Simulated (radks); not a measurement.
Fractional charge and spin in the 4p shell of ruthenium: the spin-up occupation runs from 2 to 3 and the spin-down occupation from 2 to 3; the fullest corner is Ru3+, [Ar] 3d10 4s2 4d(up 2.5, down 2.5) 4p(up 3, down 3). Calculated with a radial shooting solver on a logarithmic mesh with Libxc functionals: scalar-relativistic Kohn-Sham, PBE, spin-polarised, spherical densities, point nucleus. Energy (eV) minus the two flat planes that join the four corners (they meet along the diagonal where the two added fractions sum to one electron); zero is where a piecewise linear energy would lie.

down \ up,2,2.25,2.5,2.75,3
2,0.000,-1.659,-2.204,-1.646,0.000
2.25,-1.659,-2.130,-1.502,0.214,-1.564
2.5,-2.204,-1.502,0.286,-1.423,-2.075
2.75,-1.646,0.214,-1.423,-2.006,-1.548
3,0.000,-1.564,-2.075,-1.548,0.000

Corners above the fullest one (they belong to Ru4+ and the next ion): (up 3, down 2) 88.908 eV, (up 2, down 3) 88.908 eV, (up 2, down 2) 196.09 eV. With half an added electron in each spin the energy lies 0.286 eV from the planes, and with half an added electron in spin up alone -2.204 eV. The planes are only a guide here: the flat-plane condition holds for ground states with one frontier orbital, while this shell lies below other occupied shells, so the corners above the fullest one are inner-hole states and not the ground states of those ions.
